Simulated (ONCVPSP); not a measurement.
## hydrogen (H): from the effect back to the setting (ONCV)

Base potential:

hydrogen (H), optimised norm-conserving Vanderbilt (ONCV), made with ONCVPSP 4.0.1 (LDA (Perdew-Wang 92), scalar-relativistic). Core none, reference 1s1. Waves: 1s: rc 1.25 bohr, ncon 3, nbas 6, qcut 4.3 1/bohr, 2 projectors, debl 3.3 Ha; p scattering state at 0.38 Ha: rc 1.05 bohr, ncon 4, nbas 7, qcut 7.4 1/bohr, 1 projector. Local part: polynomial inside 0.70 bohr (lpopt 5, dvloc0 0 Ha). Core correction: none.

Cutoffs, loose and tight: the cutoffs (Ha) at which the residual kinetic energy of the hardest occupied pseudo-wave falls to 1 and 0.1 mHa per electron. They do not see the model core or the augmentation charge, which bear on the density cutoff. Test errors are all-electron minus pseudo excitation energies from the reference, over the configurations 1s0.5; variants that change the core or the reference have their own tests.

Only the s radius is moved:

```
s radius (bohr)  cutoff, loose  cutoff, tight  bound ghosts
           0.88          35 Ha         109 Ha          none
           0.94          32 Ha          96 Ha          none
           1.06          23 Ha          75 Ha          none
            1.2          12 Ha          57 Ha          none
            1.3          11 Ha          48 Ha          none
           1.52         8.3 Ha          31 Ha          none
           1.58         7.9 Ha          25 Ha          none
            1.7         7.2 Ha          13 Ha          none
           1.82         6.8 Ha         9.5 Ha          none
```

One more run gave cutoff, loose: 9.3 Ha; cutoff, tight: 40 Ha; bound ghosts: none. Which value of the s radius was used?

1.4 bohr. The loose cutoff moves one way along this sweep, from 35 Ha at 0.88 to 6.8 Ha at 1.82 bohr, which places the run between 1.3 and 1.52 bohr.
